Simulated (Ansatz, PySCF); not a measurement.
Constitutional and geometric isomers with formula C2H6Si2. Gas-phase values, no solvent. One relaxed conformer stands for each flexible species; it need not be the lowest. Strings in code marks are SMILES.

Quantity: electronic energy of isomers of C2H6Si2 relative to `C1=C[SiH2][SiH2]1`, in kJ/mol.

Level 1: B3LYP-D3(BJ)/def2-TZVP (PySCF)
Level 2: HSE06/cc-pVTZ // B3LYP-D3(BJ)/def2-TZVP (Ansatz, a first-principles code)
Level 3: r2SCAN0/cc-pVTZ // B3LYP-D3(BJ)/def2-TZVP (Ansatz)
Level 4: HF/STO-3G // B3LYP-D3(BJ)/def2-TZVP (PySCF)

```csv
species,level 2,level 3,level 4
`[SiH2]=CC=[SiH2]` (Si–C–C–Si torsion 180°),175.2,178.6,374.6
`[SiH2]=C1C[SiH2]1`,155.9,154.5,275.7
`C=[SiH]C=[SiH2]` (C–Si–C–Si torsion 180°),141.3,138.4,345.0
```

### Question
What does level 1 give for each, and how far do the other levels lie from it on average?

### Answer

- `[SiH2]=CC=[SiH2]` (Si–C–C–Si torsion 180°): 155.8
- `[SiH2]=C1C[SiH2]1`: 149.2
- `C=[SiH]C=[SiH2]` (C–Si–C–Si torsion 180°): 118.2
Mean absolute difference from level 1, which has limits of its own, over these rows (drawn at random from the members that have all these levels): level 2 16.39 kJ/mol, level 3 16.10 kJ/mol, level 4 190.7 kJ/mol.
